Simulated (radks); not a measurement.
Results of a calculation; reference values are marked as such.
Task: The mean radii <r> (bohr) of the occupied orbitals of an atom or ion are listed with their occupations. Code: a radial shooting solver on a logarithmic mesh with Libxc functionals. Model: scalar-relativistic Kohn-Sham, SCAN, spin-polarised, spherical densities, finite nucleus; meta-GGA in the generalised Kohn-Sham scheme; Fermi nuclear charge, rms radius of each element as measured or else 0.836 A^(1/3) + 0.57 fm.

| orbital | occ. | <r> |
|---|---|---|
| 1s up | 1 | 0.01773 |
| 1s down | 1 | 0.01773 |
| 2s up | 1 | 0.07452 |
| 2s down | 1 | 0.07442 |
| 2p up | 3 | 0.06689 |
| 2p down | 3 | 0.06678 |
| 3s up | 1 | 0.1853 |
| 3s down | 1 | 0.1859 |
| 3p up | 3 | 0.1838 |
| 3p down | 3 | 0.1845 |
| 3d up | 5 | 0.1640 |

Name the element and its charge. Open shells, if any, are filled with parallel spins first.

Result: Z = 76, osmium, charge +53: Os53+ in [Ar] 3d5. The 1s radius gives Z: for a bare nucleus <r> = (2 gamma + 1)/(2Z) with gamma = sqrt(1 - (Z/c)^2), 0.01753 bohr for Z = 76, and screening makes it slightly larger (0.01773 here). The occupations add up to 23, and the charge is Z minus that.
